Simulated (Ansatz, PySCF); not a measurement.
Species: stibine, SbH₃, net charge 0, singlet state. SMILES: [SbH3]
Coordinates optimised at B3LYP-D3(BJ)/def2-TZVP (Ansatz, a first-principles code):
```xyz
4

Sb     0.0002    -0.0006     0.0536
H     -0.9113    -1.0773    -0.9195
H     -0.4909     1.3395    -0.8952
H      1.3919    -0.2329    -0.9192
```

Property: atomisation energy, in kcal/mol. Terms: LANL2DZ with its own core potentials from Na on; 6-31G* and kin with 6d, 5d where marked; atomisation electronic, to ground-state atoms; UHF or UKS for open shells; no dispersion term unless named; def2 sets with scalar-relativistic core potentials past Kr; no spin-orbit coupling; frozen cores in correlated levels (noble-gas shells and the d and f shells of earlier blocks). Ab initio and DFT rows: single points at B3LYP-D3(BJ) geometries (Ansatz).

| level | program | atomisation energy (kcal/mol) |
|---|---|---|
| HF/6-31G* with LANL2DZ past Ar | Ansatz | 109.6 |
| SVWN5/6-31G* with LANL2DZ past Ar | Ansatz | 211.0 |
| PBE/LANL2DZ | Ansatz | 189.7 |
| PBE/def2-SVP | Ansatz | 192.0 |
| BP86/def2-SVP | PySCF | 201.9 |
| B3LYP/6-31G* with LANL2DZ past Ar | Ansatz | 190.4 |
| MP2/LANL2DZ | Ansatz | 142.8 |
| PBE0/def2-TZVPD | Ansatz | 190.8 |
| B2PLYP-D3(BJ)/def2-TZVPD | Ansatz + dftd3 | 192.9 |

No value to compare with is used here. The 7 habitual levels span 109.6 (HF/6-31G* with LANL2DZ past Ar) to 211.0 kcal/mol (SVWN5/6-31G* with LANL2DZ past Ar); PBE0/def2-TZVPD gives 190.8.

The levels are drawn from those run, B3LYP/6-31G* more often than the rest, none by its result; runs whose electronic state is in doubt are left out.
